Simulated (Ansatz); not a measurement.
Computed with Ansatz on PBE0-D4/def2-TZVP structures; ΔE is electronic, products minus reactants. CBS: MP2 limit from def2 TZ/QZ plus the TZ coupled-cluster correction, frozen cores. DFT in def2-TZVPP. B3LYP here is the variant with VWN-RPA as its local correlation; programs differ in this. For Zn outer-core shells are correlated without core-valence functions, which leaves a few kJ/mol of doubt a bond. Scalar relativity is left out up to krypton. Each species was taken in one conformer, which may not be the lowest.

Consider the ligand exchange at a B–C bond: `BC[CH2][ZnH]` + `C[SiH](N)Cl` → `BN[SiH](C)Cl` + `C[CH2][ZnH]`.

```
             level  ΔE (kJ/mol)  difference from CCSD(T)/CBS
            PBE-D4       -132.4                          1.6
         r2SCAN-D4       -132.7                          1.3
           PBE0-D4       -131.8                          2.2
          B3LYP-D4       -137.2                         -3.2
           ωB97X-V       -131.8                          2.2
           ωB97M-V       -132.7                          1.3
            B2PLYP       -137.4                         -3.4
               PBE       -131.9                          2.1
            r2SCAN       -132.4                          1.6
              PBE0       -131.2                          2.8
             B3LYP       -136.5                         -2.5
     HF/def2-TZVPP       -134.7                         -0.7
    MP2/def2-TZVPP       -137.1                         -3.1
SCS-MP2/def2-TZVPP       -137.6                         -3.6
   CCSD/def2-TZVPP       -135.4                         -1.4
CCSD(T)/def2-TZVPP       -136.3                         -2.3
     HF/def2-QZVPP       -134.5                         -0.5
    MP2/def2-QZVPP       -135.7                         -1.7
SCS-MP2/def2-QZVPP       -136.2                         -2.2
      HF/CBS(def2)       -134.5                         -0.5
     MP2/CBS(def2)       -134.8                         -0.8
    CCSD/CBS(def2)       -133.0                          1.0
       CCSD(T)/CBS       -134.0                            0
```

Largest T1 diagnostic among the species: 0.014.
